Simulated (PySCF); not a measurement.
TaI₂, SMILES [I][Ta][I] (connectivity only; charge and spin as stated), neutral, multiplicity 4. Atoms are numbered in the order given.

```xyz
3

Ta     0.0000     0.0000     0.0000
I      0.0000     0.0000    -2.6633
I      0.0000     0.0000     2.6633
```
Charge 0, spin multiplicity 4.

Geometry optimised at r2SCAN-D4/def2-SVP. The multiplicity is an assumed one; other spin states were not compared. The def2 effective core potentials stand for the cores of I, Ta; spin–orbit coupling is left out.

Method: PySCF with r2SCAN/def2-TZVPD.

Mulliken values depend strongly on the basis, most of all with diffuse functions as here. ESP charges are fitted to the potential on shells at 1.4 to 2.0 van der Waals radii. Atomic charges (e):

| atom | Mulliken | ESP fit | Mulliken spin |
|---|---|---|---|
| Ta1 | 0.41 | ? | 3.30 |
| I2 | -0.21 | ? | -0.15 |
| I3 | -0.21 | ? | -0.15 |

Task: Fill in the missing entries. (Estimate from the structure and the level; the computed values follow.)

Result: 
- Ta1, ESP fit: 0.14
- I2, ESP fit: -0.07
- I3, ESP fit: -0.07
